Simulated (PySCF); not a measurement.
# Assigning NMR signals

Structure with atom numbers: `[CH3:1][C@@H:2]1[SiH2:3][CH2:4][C@H:5]1[O:6][C:7]([F:8])([F:9])[F:10]`. Each H is labelled by its parent atom. Ha(Si3), Ha(C4) are cis to C1 on the ring; Hb(Si3), Hb(C4) are trans to C1 on the ring.

[PySCF: structure optimised with GFN2-xTB; shielding tensors at PBE0/pcSseg-1 (GIAO); no solvent; non-relativistic; single conformer; rapidly exchanging positions averaged]

δ = σ(ref) − σ, references computed at the same level: TMS for $^{13}$C (σref 186.93) and $^{1}$H (σref 31.72).

(1) Assign these signals to the numbered atoms. $^{13}$C{$^{1}$H} NMR (computed): δ 130.1 (C), 84.3 (CH), 34.0 (CH), 19.2 (CH3), 16.1 (CH2).

(2) Assign these signals to the numbered atoms. $^{1}$H NMR (500 MHz, computed): δ 4.61 (m, 1H), 4.46 (m, 1H), 4.12 (m, 1H), 2.31 (m, 1H), 1.94 (m, 1H), 1.83 (m, 1H), 1.37 (d, 3H).

## Answers

(1) 
130.1 → C7, CF3 carbon: 4 electronegative neighbours deshield it
84.3 → C5, sp3 CH bonded to O: pulled downfield by the heteroatom
34.0 → C2, sp3 CH bonded to Si
19.2 → C1, methyl carbon: aliphatic region, no heteroatom directly attached
16.1 → C4, sp3 CH2 bonded to Si

(2) 
| δ (ppm) | atoms | environment | reason |
| --- | --- | --- | --- |
| 4.61 | Hb(Si3) | hydrogen on a silicon bonded to 2 C, in a 4-membered ring | – |
| 4.46 | H(C5) | hydrogen on an sp3 CH bonded to O | its carbon carries O, an electronegative neighbour |
| 4.12 | Ha(Si3) | hydrogen on a silicon bonded to 2 C, in a 4-membered ring | – |
| 2.31 | H(C2) | hydrogen on an sp3 CH bonded to Si | – |
| 1.94 | Ha(C4) | hydrogen on an sp3 CH2 bonded to Si | – |
| 1.83 | Hb(C4) | hydrogen on an sp3 CH2 bonded to Si | – |
| 1.37 | H(C1) | hydrogen on a methyl carbon | – |

Ha(C4) and Hb(C4) lie closer than the usual error of such a calculation, so a measured spectrum could show them in the other order.

Splittings by $^{19}$F in the carbon and heteronuclear signals aren't shown, as no couplings were computed. Shifts are as computed. Against solution values, carbons near 30 ppm lie about +3 ppm off and those near 130 ppm about +5 ppm. Of 1211 compounds with measured shifts, 218 miss one by over three times the rms of a fit or turn the order of signals round; such compounds aren't used in these exercises. No couplings were computed; multiplicities are counted from neighbouring protons, with m where these are inequivalent, close in shift, in a saturated or five-membered ring or joined by F or P, and br s for small geminal =CH2 splittings.
